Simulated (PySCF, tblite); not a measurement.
A set of runs on `[O]=[La]` [radical]; the geometry of each is named by its level. Settings lines and outputs come from a driver script.

LaO (doublet state).
Numbering: `[O:1]=[La:2]`

Step 1: GFN2-xTB geometry optimisation, gas phase (tblite 0.8.0) (from a force-field or distance-geometry start)
```json
{"job": {"kind": "relax", "xc": "GFN2-xTB", "basis": "xTB"}, "charge": 0, "multiplicity": 2}
```
```
step      E/eV     max force
  0    -141.16682    1.002
  1    -141.19458    0.935
  2    -141.00581    3.740
  3    -141.25971    0.680
  4    -141.28768    0.448
  5    -141.29929    0.280
  6    -141.30313    0.056
  7    -141.30332    0.006
```

Energy lowered by 3.1 kcal/mol over 7 steps; largest atomic force 0.006 eV/Å at the end. «max force» is the largest atomic force in eV/Å.

On one thread of an Arm Neoverse V1 (shared host), this took under 0.1 s wall.

Step 2: GFN2-xTB harmonic vibrations, gas phase (tblite 0.8.0) (on the GFN2-xTB geometry)
```json
{"job": {"kind": "ir", "xc": "GFN2-xTB", "basis": "xTB"}, "charge": 0, "multiplicity": 2}
```
```
(table of modes left out)
```

1 modes from 400 to 400 cm⁻¹ (unscaled, harmonic); zero-point energy 0.6 kcal/mol; all wavenumbers are real at this level.

On one thread, Arm Neoverse V1 (aarch64), shared host with 32 logical CPUs at a one-minute load of 12, this took under 0.1 s of wall time.

Step 3: PBE0-D3(BJ)/def2-SVP geometry optimisation, gas phase, def2 core potentials past Kr (PySCF 2.14.0) (from the GFN2-xTB geometry)
```json
{"job": {"xc": "PBE0", "basis": "def2-SVP", "d3": "d3bj", "grid": 1, "maxiter": 30, "shake": 0.01, "kind": "geom"}, "charge": 0, "multiplicity": 2}
```
```
step   0  E = -106.62797567  max force = 0.059493
step   1  E = -106.63069552  max force = 0.059747
step   2  E = -106.63472863  max force = 0.011666
step   3  E = -106.63493041  max force = 0.001811
step   4  E = -106.63494135  max force = 0.000217
optimisation converged
```

Final energy -106.63494 Eh after 4 steps; dipole 7.11 D. Energies in Eh; «max force» is the largest Cartesian gradient component in Eh/bohr.

Hardware: one thread of an Arm Neoverse V1, on a shared host. Cost: 6.0 s, 0.26 GiB resident at most.

Final geometry (PBE0-D3(BJ)/def2-SVP):
```
atom  x, y, z in Å
O1     0.9749    0.0095   -0.0124
La2   -0.9574   -0.0383    0.0003
```

 (This holds for the electronic-property runs.)
